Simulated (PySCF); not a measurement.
TlS: from constants to spectrum

UHF-CCSD(T) constants of TlS, ²Π (doublet), unpaired electrons π ↑ (Tl def2-SVP with ECP60, S def2-SVP; scalar-relativistic core potentials (PySCF 2.14); masses 204.9744 and 31.9721 u):

- ωe: 276.1 cm⁻¹
- ωexe: 0.802 cm⁻¹
- Be: 0.089009 cm⁻¹
- αe: 0.000357 cm⁻¹
- De to Tl + S: 2.47 eV

Q: What force constant and bond length do these constants imply?

A: Reduced mass μred = 27.658 u; k = 5.8918×10⁻⁷·μred·ωe² (u, cm⁻¹, mdyn/Å) = 1.24 mdyn/Å; Re = √(16.8576/(μred·Be)) (u, cm⁻¹, Å) = 2.617 Å.

Q: Estimate the centrifugal constant D from the Kratzer relation and find the Dunham coefficient a1.

A: D = 4Be³/ωe² = 3.7e-08 cm⁻¹; a1 = −1 − αeωe/(6Be²) = -3.07.

Correlated steps freeze 9 core orbitals. Correlated levels converge slowly with the basis: in double zeta they bind strong bonds too weakly, by up to about 1 eV, and carry superposition errors of some tenths. These are scalar-relativistic numbers at best; spin–orbit coupling would shift them, the dissociation energy most. The state was picked by a PBE0 search and need not be the measured ground state.
